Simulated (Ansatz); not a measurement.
System: trihydroxy(methoxy)silane, CH6O4Si, net charge 0, singlet state. SMILES: [Si](OC)(O)(O)O
Coordinates optimised at B3LYP-D3(BJ)/def2-TZVP (Ansatz, a first-principles code):
```xyz
12

C      2.1679     0.1378    -0.7755
O      0.7912     0.4715    -0.9006
Si    -0.3771    -0.0120     0.1235
O     -0.7248    -1.6115     0.0844
O      0.1625     0.3062     1.6341
O     -1.7411     0.7785    -0.3119
H      2.7174     0.6934    -1.5347
H      2.5480     0.4076     0.2121
H      2.3250    -0.9318    -0.9374
H     -1.3147    -1.9128    -0.6111
H     -0.2605    -0.1570     2.3610
H     -1.6453     1.6851    -0.6138
```
Charge 0, spin multiplicity 1.

Parts of the frozen-core correlation energy in aug-cc-pV(T+d)Z (Ansatz, hartree). Frozen orbitals: 10; correlated occupied orbitals by spin: 19 and 19; virtual: 394 and 394. Spin-orbit coupling is left out. No relativistic terms.

```csv
term,value
reference (HF),-630.13222
MP2 opposite-spin,___
MP2 same-spin,-0.31866
CCSD correlation,___
(T),___
T1 diagnostic,0.012
largest doubles amplitude,0.006
```

What belongs in the gaps?


- MP2 opposite-spin, value: -0.95630
- CCSD correlation, value: -1.29495
- (T), value: -0.04859
